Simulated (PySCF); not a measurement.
Computed shifts of a molecule C₂H₁₀N₂OSi, PySCF with KT2/pcSseg-1, GIAO, gas phase, atoms alike by connectivity averaged where their shifts nearly agree, in ppm (number of nuclei): ¹³C: 43.7 (1), 26.8 (1). ¹⁵N: 56.7 (1), 33.7 (1). ²⁹Si: -19.5 (1). ¹H: 5.12 (1), 4.94 (1), 2.38 (1), 1.54 (3), 1.33 (1), 1.27 (1), 0.52 (1), 0.12 (1). References: ¹³C against TMS (σ = 185.1 ppm); ¹⁵N against NH3 (σ = 266.2 ppm); ²⁹Si against TMS (σ = 361.9 ppm); ¹⁷O against H2O (σ = 330.4 ppm); ¹H against TMS (σ = 31.47 ppm), references at their B3LYP-D3(BJ)/def2-TZVP geometries, non-relativistic. The structure is a stationary point at r2SCAN-D4/def2-SVP. One conformer was computed; it need not be the lowest.

Task: Which molecule gave these data?
A) C[Si@](N)(O)CN
B) CN[Si@@H](N)OC
C) CCO[SiH](N)N
D) C[C@@H](N)[Si@H](N)O

Result: D, C[C@@H](N)[Si@H](N)O
